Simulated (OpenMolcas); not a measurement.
An atom or ion with 71 electrons was computed by XMS-CASPT2, IPEA 0.25 Eh, imaginary shift 0.1 Eh with spin-orbit coupling (OpenMolcas, ANO-RCC-VTZP, DKH2). The lowest levels that the run gave, each within 12 % of the measured value where one is at hand:

```
   J  Parity  E (cm⁻¹)      g
 3/2    even       0.0  0.473
 5/2    even      4920  1.036
 7/2    even      9120  1.203
 9/2    even     12150  1.245
 3/2    even     12700  1.387
 1/2    even     14770  1.965
 7/2    even     19580  0.933
 9/2    even     20630  1.057
 5/2    even     21530  1.558
 3/2    even     23910  1.223
 1/2    even     24290  1.371
11/2    even     27980  1.091
```

Q: Which ion is it, and what are the configurations and terms?

A: Re V (Z = 75, charge +4; active space 3 electrons in 5 orbitals (5d)). J, parity and g give the terms where levels are pure, and mixed ones are named by the computed weights; the size of the splittings, set against known spectra of the 71-electron sequence, gives the charge. In order, with the measured energies in cm⁻¹ (the list in Brasseur, Gamrath and Quinet, At. Data Nucl. Data Tables 157, 101636 (2024)): 5d³ ⁴F_3/2, 5d³ ⁴F_5/2 (4853), 5d³ ⁴F_7/2 (8973), 5d³ ⁴F_9/2 [66 %] (11914), 5d³ ⁴P_3/2 [44 %], 5d³ ⁴P_1/2 [65 %] (14325), 5d³ ²G_7/2 (19013), 5d³ ²H_9/2 [56 %] (19967), 5d³ ⁴P_5/2 (20922), 5d³ ⁴P_3/2 [44 %], 5d³ ²P_1/2 [65 %] (23669), 5d³ ²H_11/2 (27077).

Term energies are means over components that CASPT2 splits; among the terms shown or strongly mixed into the levels shown the widest spread is 650 cm-1 (5d³ ²H). The CASPT2 spread within a term exceeds the gap to the next term for 5d³ ²H and 5d³ ²D(1), so the order of their levels is uncertain. Computed and measured levels are paired by configuration, term and J; levels that our copy of the source lacks, or whose pairing is in doubt (as where it misses far off the trend of its configuration), stay unpaired and out of the deviations. Only configurations of the active space appear.

A share in square brackets marks a mixed level and gives the weight of the term that names it. A number in round brackets counts repeated terms of one configuration in the order of the reference energies.
